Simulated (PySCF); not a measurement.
This PySCF input asks for the NMR shieldings of `InChI=1S/C3H12SSi3/c1-2-3-6-7-4-5/h2H,1,3,6-7H2,5H3`; the geometry comes from GFN2-xTB.

```python
import basis_set_exchange as bse
import numpy as np
from pyscf import gto, dft
from pyscf.prop import nmr

atoms = """
C    -2.425771   -1.500989   -0.509268
C    -2.508384   -0.201633   -0.736142
C    -1.393673    0.629978   -1.265482
Si   -0.446319    1.465309    0.175842
Si    0.460682   -0.163831    1.549588
S     1.828624   -1.446058    0.454001
Si    3.538456   -0.218937    0.098763
H    -1.527647   -2.055713   -0.727521
H    -3.250421   -2.064185   -0.107077
H    -3.419570    0.334602   -0.502698
H    -0.696804    0.003269   -1.824272
H    -1.782402    1.387305   -1.946964
H    -1.378136    2.315362    0.928724
H     0.547568    2.371194   -0.425408
H    -0.449434   -1.164771    2.093964
H     1.250782    0.368405    2.664323
H     3.136843    0.900167   -0.748091
H     4.471509   -1.114879   -0.559456
H     4.034295    0.270805    1.379711
"""
names = dict.fromkeys(["C", "Si", "S", "H"], "pcSseg-1")
basis = {el: gto.basis.parse(bse.get_basis(n, elements=[el], fmt="nwchem")) for el, n in names.items()}
mol = gto.M(atom=atoms, basis=basis, charge=0, verbose=0)
mf = dft.RKS(mol, xc="PBE0")
mf.grids.level = 2
mf.grids.alignment = dft.numint.BLKSIZE   # the property module wants whole blocks of grid points
mf.conv_tol = 1e-9
mf.kernel()

calc = nmr.RKS(mf)   # GIAO
C = mf.mo_coeff
Co = C[:, mf.mo_occ > 0]
resp = mf.gen_response(singlet=True, hermi=2)
def vind(x):   # induced exchange potential for any number of trial vectors
    d = np.einsum("pi,xij,qj->xpq", C, 2 * x.reshape(-1, C.shape[1], Co.shape[1]), Co, optimize=True)
    return np.einsum("xpq,pi,qj->xij", resp(d - d.transpose(0, 2, 1)), C, Co, optimize=True).ravel()
mo1, _ = nmr.rhf.solve_mo1(calc, with_cphf=vind)
sigma = calc.kernel(mo1)
for i, s in enumerate(sigma):   # ppm
    w = np.linalg.eigvalsh((s + s.T) / 2)
    print("%2d %-2s iso %8.1f  s11 %8.1f  s22 %8.1f  s33 %8.1f" % (i, mol.atom_pure_symbol(i), w.mean(), *w))
```

Task: Give the expected output.

Result: 
```
 0 C  iso     64.4  s11    -48.3  s22     82.6  s33    158.8
 1 C  iso     43.8  s11    -77.4  s22     48.1  s33    160.6
 2 C  iso    169.3  s11    153.7  s22    158.7  s33    195.6
 3 Si iso    429.4  s11    383.2  s22    423.4  s33    481.6
 4 Si iso    404.9  s11    347.4  s22    402.3  s33    465.1
 5 S  iso    863.2  s11    816.9  s22    881.3  s33    891.4
 6 Si iso    406.3  s11    365.5  s22    396.5  s33    456.9
 7 H  iso     26.2  s11     22.3  s22     26.1  s33     30.1
 8 H  iso     26.3  s11     23.5  s22     25.7  s33     29.8
 9 H  iso     25.6  s11     23.0  s22     25.7  s33     27.9
10 H  iso     29.5  s11     26.7  s22     28.4  s33     33.5
11 H  iso     29.8  s11     25.3  s22     27.7  s33     36.5
12 H  iso     28.0  s11     24.1  s22     26.1  s33     33.8
13 H  iso     27.5  s11     23.6  s22     26.1  s33     32.7
14 H  iso     26.7  s11     23.3  s22     24.8  s33     31.9
15 H  iso     27.0  s11     22.4  s22     25.8  s33     32.9
16 H  iso     27.0  s11     22.3  s22     26.5  s33     32.2
17 H  iso     27.1  s11     23.0  s22     24.6  s33     33.6
18 H  iso     27.1  s11     23.3  s22     24.9  s33     33.1
```

These numbers come from an equivalent density-fitted implementation of the same equations, which agrees with the script to about 0.01 ppm for H and up to a few tenths of a ppm for heavy atoms, so last digits may differ.

Task: Turn these shieldings into chemical shifts. Chemical shifts δ = σref − σ; $^{13}$C (186.93 ppm), $^{29}$Si (349.16 ppm), $^{1}$H (31.72 ppm) against TMS; CS2 for $^{33}$S (503.73 ppm), all at this level.

Result: Averaging equivalent atoms: C 1: 143.2; C 0: 122.6; C 2: 17.6; Si 4: -55.7; Si 6: -57.2; Si 3: -80.3; S 5: -359; H 9: 6.17; H 7: 5.54; H 8: 5.38; H 14/15: 4.85; H 16/17/18: 4.65; H 12/13: 3.98; H 10/11: 2.06 ppm. 

Size and cost of the density-fitted run: 207 basis functions, 87 s wall time on 1 thread of an Arm Neoverse N1, shared host; peak memory 0.92 GiB.
